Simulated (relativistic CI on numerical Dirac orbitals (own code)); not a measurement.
**One change at a time: Ce⁴⁰⁺**

Base calculation: Dirac-Coulomb-Breit CI, orbitals from a KLI potential per configuration, model QED, unscaled Slater integrals.

CI space (outside the closed core [Ne]): 3s2.3p6, 3s2.3p5.3d, 3s.3p6.3d, 3s2.3p5.4s, 3s2.3p5.4p, 3s2.3p5.4d, 3p6.3d.4p, 3s.3p6.4s, 3p6.3d2, 3p5.3d3, 3p5.3d2.4s, 3p5.3d2.4p, 3p5.3d2.4d, 3p6.3d.4s, 3p5.3d.4s2, 3p5.3d.4s.4p, 3p5.3d.4s.4d. Double excitations out of closed p, d and f shells are left out; levels of such configurations are missing from the list, as are those of other unlisted configurations, and high levels can miss mixing partners.

The lowest level and the first level of each name with at least 55 % of one term (blank where a level has no safe partner in the second run):

```csv
Level,Base (eV),Shift (eV)
3s2.3p6 1S_0,0.000,0.000
3s2.3p5.3d 3P°_0,172.153,+1.506
3s2.3p5.3d 3P°_1,178.865,+1.036
3s2.3p5.3d 3F°_3,184.120,+0.295
3s2.3p5.3d 3F°_4,203.096,+0.737
3s2.3p5.3d 3D°_3,215.673,-0.500
3s2.3p5.3d 3F°_2,289.249,+0.461
3s2.3p5.3d 1P°_1,322.237,-3.571
3s.3p6.3d 3D_1,441.513,+0.338
3s.3p6.3d 3D_2,445.549,+0.064
3s.3p6.3d 3D_3,465.846,+0.346
3s.3p6.3d 1D_2,476.980,-0.860
3p6.3d2 3F_2,894.883,+0.440
3p6.3d2 3P_0,911.538,-1.024
```

At this charge energies of transitions that change n are usually good to better than 1 %, and those within a shell (Δn = 0) to a few per cent.

(1) One thing was changed in a second run, which moved the levels as shown. Which?
A. Breit term removed
B. valence Slater integrals scaled by 0.9
C. non-relativistic limit
D. QED terms removed
E. configuration mixing switched off

Answers

(1) B. Valence Slater integrals scaled by 0.9. Scaling acts on the splittings between terms and on the mixing, and leaves the fine structure of pure LS terms nearly alone; in jj coupling it moves the levels of one term differently.

LS names give the leading component of a level, which can be under half, so a name can repeat, a term be missing and a line seem to break the LS rules.
